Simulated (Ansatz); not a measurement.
C$_{2}$H$_{2}$Cl$_{2}$Si (`ClC1=C(Cl)[SiH2]1`), relaxed with RKS PBE0-D4/def2-TZVP in the Gaussian-basis code of Ansatz from a PBE-D4/def2-SVP geometry. The force threshold is 0.005 eV/Å; the program also tests the step.

Charge 0, multiplicity 1.

Start:

```xyz
7

Cl    0.499   -2.313    1.184
C     0.188   -0.811    0.426
C     0.762    0.407    0.358
Cl    2.145    1.186    0.999
Si   -0.786    0.335   -0.649
H    -0.743    0.237   -2.146
H    -2.066    0.960   -0.173
```

Task: How much energy does the relaxation release, and in how many steps? (Estimate.)

Result: Ansatz gave: 4.75 kJ/mol, in 5 steps.

Task: Which bonds change most? (Best estimate.)

Result: The calculation gave: C2–Si5 from 1.848 to 1.816 Å; C3–Si5 from 1.848 to 1.816 Å; Cl1–C2 from 1.712 to 1.692 Å; C3–Cl4 from 1.712 to 1.692 Å.

Task: Give the relaxed structure. (Best estimate.)

Result: Ansatz gave: 
```xyz
7

Cl    0.510   -2.270    1.176
C     0.180   -0.797    0.413
C     0.744    0.403    0.350
Cl    2.118    1.150    0.995
Si   -0.776    0.331   -0.641
H    -0.736    0.234   -2.119
H    -2.039    0.949   -0.172
```
